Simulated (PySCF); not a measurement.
C2H12O2Si3 (SMILES C[SiH](C)O[SiH2]O[SiH3]), singlet, at a GFN2-xTB geometry, with bond 17-7 at 1.8 times its length; SA2-CASSCF(6,6)/STO-3G (PySCF).

Here is a job for PySCF.
```python
from pyscf import gto, scf, mcscf
import numpy

mol = gto.Mole()
mol.atom = '''
    Si    1.964021   -0.834999   -1.400583
    O     1.859639    0.242570   -0.201315
    Si    1.130284    1.005715    1.025886
    O    -0.429361    0.608028    1.123198
    Si   -1.824478    0.002968    0.529458
    C    -2.282807    0.911129   -1.075132
    C    -1.638282   -1.860819    0.212746
    H     1.864224   -2.182229   -0.836964
    H     3.274260   -0.576086   -1.991137
    H     0.877033   -0.596270   -2.353893
    H     1.223359    2.425576    0.717537
    H     1.749742    0.535794    2.255853
    H    -2.764245    0.290987    1.619392
    H    -2.353557    1.982537   -0.910511
    H    -3.237983    0.575405   -1.467208
    H    -1.533659    0.749542   -1.846350
    H    -0.343216   -2.214158   -1.211846
    H    -1.291171   -2.375741    1.103992
    H    -2.582477   -2.310607   -0.079421
'''
mol.basis = 'sto-3g'
mol.charge = 0
mol.spin = 0
mol.verbose = 4
mol.build()

mf = scf.RHF(mol)
mf.kernel()
mc = mcscf.CASSCF(mf, 6, 6)
mc.fix_spin_(ss=0.0)
mc = mc.state_average_([0.5, 0.5])
mc.kernel()
```

### Question
Predict the main parts of the log of this PySCF run.

### Answer

```
PySCF version 2.14.0

[INPUT] verbose = 4
[INPUT] num. atoms = 19
[INPUT] num. electrons = 82
[INPUT] charge = 0
[INPUT] spin (= nelec alpha-beta = 2S) = 0
[INPUT] symmetry False subgroup None
[INPUT] Mole.unit = angstrom
[INPUT] Symbol           X                Y                Z      unit          X                Y                Z       unit  Magmom
[...]
nuclear repulsion = 565.737255507239
number of shells = 39
number of NR pGTOs = 177
number of NR cGTOs = 59
basis = sto-3g
ecp = {}

******** <class 'pyscf.scf.hf.RHF'> ********
method = RHF
initial guess = minao
damping factor = 0
level_shift factor = 0
DIIS = <class 'pyscf.scf.diis.CDIIS'>
diis_start_cycle = 1
diis_space = 8
diis_damp = 0
SCF conv_tol = 1e-09
SCF conv_tol_grad = None
SCF max_cycles = 50
direct_scf = True
direct_scf_tol = 1e-13
Set gradient conv threshold to 3.16228e-05
Initial guess from minao.
init E= -1086.24782684378
[...]
cycle= 1 E= -1086.040708504  delta_E= 0.207  |g|= 0.637  |ddm|=  4.9
[...]
cycle= 2 E= -1086.18536698498  delta_E= -0.145  |g|= 0.195  |ddm|= 1.26
[...]
cycle= 3 E= -1086.19854598283  delta_E= -0.0132  |g|= 0.0335  |ddm|= 0.321
[...]
cycle= 4 E= -1086.19922521811  delta_E= -0.000679  |g|= 0.00787  |ddm|= 0.0838
[...]
cycle= 5 E= -1086.199254502  delta_E= -2.93e-05  |g|= 0.0026  |ddm|= 0.0156
[...]
cycle= 6 E= -1086.19925846826  delta_E= -3.97e-06  |g|= 0.000601  |ddm|= 0.00601
[...]
cycle= 7 E= -1086.19925872561  delta_E= -2.57e-07  |g|= 0.000162  |ddm|= 0.00141
[...]
cycle= 8 E= -1086.19925875573  delta_E= -3.01e-08  |g|= 5.41e-05  |ddm|= 0.000478
[...]
cycle= 9 E= -1086.19925875939  delta_E= -3.66e-09  |g|= 1.22e-05  |ddm|= 0.000196
[...]
cycle= 10 E= -1086.19925875951  delta_E= -1.19e-10  |g|= 2.85e-06  |ddm|= 3.41e-05
[...]
Extra cycle  E= -1086.19925875951  delta_E= 2.27e-13  |g|= 1.1e-06  |ddm|= 5.98e-06
converged SCF energy = -1086.19925875951

******** <class 'pyscf.mcscf.addons.StateAverageCASSCF'> ********
CAS (3e+3e, 6o), ncore = 38, nvir = 15
max_cycle_macro = 50
max_cycle_micro = 4
conv_tol = 1e-07
conv_tol_grad = None
orbital rotation max_stepsize = 0.02
orbital rotation threshold for CI restart = 0.01
augmented hessian ah_max_cycle = 30
augmented hessian ah_conv_tol = 1e-12
augmented hessian ah_linear dependence = 1e-14
augmented hessian ah_level shift = 1e-08
augmented hessian ah_start_tol = 2.5
augmented hessian ah_start_cycle = 3
augmented hessian ah_grad_trust_region = 3
kf_trust_region = 3
kf_interval = 4
ci_response_space = 4
[...]
CASCI E = -1086.05147210702  S^2 = 0.0000000
[...]
               |grad[o]|=0.00296  |ddm|=0.00879  |maxRot[o]|=0.00746
macro iter  16 ( 17 JK    4 micro), CASSCF E = -1086.15855547475  dE = -3.55415181e-04  S^2 = 0.0000000
               |grad[o]|=0.00286  |ddm|=0.00955  |maxRot[o]|=0.0648
macro iter  17 ( 18 JK    4 micro), CASSCF E = -1086.15836144786  dE =  1.94026883e-04  S^2 = 0.0000000
               |grad[o]|=0.00133  |ddm|=0.00114  |maxRot[o]|=0.0359
macro iter  18 ( 21 JK    4 micro), CASSCF E = -1086.15857105818  dE = -2.09610315e-04  S^2 = 0.0000000
               |grad[o]|=0.00244  |ddm|=0.00155  |maxRot[o]|=0.0457
macro iter  19 ( 17 JK    4 micro), CASSCF E = -1086.15858833976  dE = -1.72815840e-05  S^2 = 0.0000000
               |grad[o]|=0.00128  |ddm|=0.00154  |maxRot[o]|=0.0122
macro iter  20 ( 20 JK    4 micro), CASSCF E = -1086.15861129029  dE = -2.29505260e-05  S^2 = 0.0000000
               |grad[o]|=0.0012  |ddm|=0.00143  |maxRot[o]|=0.0314
macro iter  21 ( 19 JK    4 micro), CASSCF E = -1086.15864921251  dE = -3.79222238e-05  S^2 = 0.0000000
               |grad[o]|=0.00093  |ddm|=0.000708  |maxRot[o]|=0.0285
macro iter  22 ( 11 JK    4 micro), CASSCF E = -1086.15865004574  dE = -8.33225840e-07  S^2 = 0.0000000
               |grad[o]|=0.00029  |ddm|=0.000724  |maxRot[o]|=0.00243
macro iter  23 (  6 JK    2 micro), CASSCF E = -1086.15865078847  dE = -7.42735665e-07  S^2 = 0.0000000
               |grad[o]|=0.000272  |ddm|=5.34e-05  |maxRot[o]|=0.00137
macro iter  24 (  8 JK    2 micro), CASSCF E = -1086.15865198976  dE = -1.20128766e-06  S^2 = 0.0000000
               |grad[o]|=0.000226  |ddm|=8.76e-05  |maxRot[o]|=0.00278
macro iter  25 (  4 JK    1 micro), CASSCF E = -1086.15865350066  dE = -1.51089307e-06  S^2 = 0.0000000
               |grad[o]|=0.000158  |ddm|=0.000197  |maxRot[o]|=0.00803
macro iter  26 (  3 JK    1 micro), CASSCF E = -1086.15865350927  dE = -8.61746230e-09  S^2 = 0.0000000
               |grad[o]|=7.39e-05  |ddm|=2.37e-05  |maxRot[o]|=0.000345
1-step CASSCF converged in  26 macro (450 JK  93 micro) steps
CASSCF canonicalization
Density matrix diagonal elements [1.6245058  1.96023602 1.64635212 0.73649533 0.01933139 0.01307935]
CASSCF energy = -1086.15865350927
CASCI E = -1086.15865350927  E(CI) = -6.48992011481801  S^2 = 0.0000000
CASCI state-averaged energy = -1086.15865350927
CASCI energy for each state
  State 0 weight 0.5  E = -1086.30498341496 S^2 = 0.0000000
  State 1 weight 0.5  E = -1086.01232360359 S^2 = 0.0000000
```
